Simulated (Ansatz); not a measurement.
`[CH3][Sn]([CH3])([F])[F]` + `CB([SiH3])S` → `[CH3][Sn]([F])([F])[SiH3]` + `CB(C)S`  (redistribution)

Program: Ansatz. Geometries: PBE0-D4/def2-TZVP. ΔE: electronic, gas phase. CCSD(T)/CBS adds triple-zeta CCSD(T) − MP2 to the extrapolated MP2 energy (def2 sets, frozen cores). DFT in def2-TZVPP. B3LYP here is the variant with VWN-RPA as its local correlation; programs differ in this. Elements past krypton have def2 core potentials. For Sn outer-core shells are correlated without core-valence functions, which leaves a few kJ/mol of doubt a bond. Each species was taken in one conformer, which may not be the lowest.

**Question.** Is it downhill or uphill in electronic energy at CCSD(T)/CBS, and by how much? (Best estimate.)

**Answer.** Computed: Downhill: ΔE = -0.50 eV.

**Question.** What do these levels give: B3LYP-D4, ωB97X-V, PBE, MP2/def2-TZVPP, HF/CBS(def2), CCSD/CBS(def2)? (An estimate is asked.)

**Answer.** The calculation gave: B3LYP-D4 -0.57, ωB97X-V -0.54, PBE -0.56, MP2/def2-TZVPP -0.49, HF/CBS(def2) -0.60, CCSD/CBS(def2) -0.52 eV.

Largest T1 diagnostic among the species: 0.014.

In def2-TZVPP, CCSD(T) changes the Hartree–Fock value by +0.12 eV (the triples alone add +0.02 eV) and MP2 by +0.11 eV.
